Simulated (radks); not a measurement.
Task: These are the eigenvalues of the occupied orbitals of an atom or ion with whole-number occupations (hartree). Calculated with a radial shooting solver on a logarithmic mesh with Libxc functionals: Dirac Kohn-Sham, PBEsol, spin-unpolarised, spherical densities, point nucleus.

orbital  eigenvalue
1s1/2     -147.2254

Which element is it, and in what charge state? The configuration may be excited. Open shells, if any, are shared by 2j + 1.

Result: Z = 18, argon, charge +16: Ar16+ in [He]. The 1s level, -147.23 hartree, gives Z - s = 17.2 by -(Z - s)^2/2, which with screening and relativity narrows Z to a few neighbours, and the depths must fix Z and the occupations together.
